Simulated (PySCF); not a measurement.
## Two-dimensional NMR puzzle

Compound of formula C6H9NOSi. Correlations simulated from computed shifts and the bond graph:

HSQC (one-bond C–H):
| δH | δC |
| --- | --- |
| 6.92 | 151.6 |
| 6.22 | 151.6 |
| 3.02 | 90.6 |
| 2.09 | 24.0 |

COSY cross peaks (H two or three bonds apart, from the bond graph; peaks can be absent where the dihedral angle is near 90°):
| δH | δH |
| --- | --- |
| 6.92 | 6.22 |

HMBC (two and three bonds, from the bond graph):
| δH | δC |
| --- | --- |
| 6.92 | 132.4, 90.0 |
| 6.22 | 132.4, 90.0 |
| 5.06 | 178.8, 151.6, 132.4, 90.0 |
| 3.02 | 132.4, 90.0 |
| 2.09 | 178.8 |

Carbons without hydrogens: δ 178.8, 132.4, 90.0.

[PySCF 2.14.0 with density-fitted response routines: coordinates at the GFN2-xTB level; shieldings: GIAO PBE0/pcSseg-1; non-relativistic Hamiltonian; one conformer; gas phase; equivalent nuclei averaged]

Shifts are taken against calculated references (same method and geometry level): ¹H (31.72 ppm), ¹³C (186.93 ppm) against TMS.

Exchangeable hydrogens are left out of these lists.

Question: Which molecule is this?

Answer: `C#CC(=C)[SiH2]NC(C)=O`.

Atoms are numbered as in `[CH:1]#[C:2][C:3](=[CH2:4])[SiH2:5][NH:6][C:7]([CH3:8])=[O:9]`. Hydrogens are named by the atom that carries them. Ha(C4) is cis to C2; Hb(C4) is trans to C2.

1. δC 178.8 is C7, an amide carbonyl carbon.
2. δC 151.6 is C4, a terminal =CH2 carbon (δH 6.92, 6.22).
3. δC 132.4 is C3, a fully substituted alkene carbon.
4. δC 90.6 is C1, a terminal alkyne carbon (δH 3.02).
5. δC 90.0 is C2, an alkyne carbon.
6. δC 24.0 is C8, a methyl carbon α to a carbonyl (δH 2.09).
7. HMBC from δH 6.92 reaches the proton-free carbons C3, C2.
8. HMBC from δH 6.22 reaches the proton-free carbons C3, C2.
9. HMBC from δH 5.06 reaches the proton-free carbons C7, C3, C2.
10. HMBC from δH 3.02 reaches the proton-free carbons C3, C2.
11. COSY links 6.92–6.22.

The shifts were computed for this structure.

The OH or NH signal is concentration- and solvent-dependent in practice; the value given is the gas-phase one. Shifts are as computed. Against solution values, carbons near 30 ppm lie about +3 ppm off and those near 130 ppm about +5 ppm. Of 1309 compounds with measured shifts, 239 miss one by over three times the rms of a fit or turn the order of signals round; such compounds aren't used in these exercises. The C=O carbon of an acid or of an amide with N–H lies up to 10 ppm further downfield in solution, through hydrogen bonding that the calculation lacks.
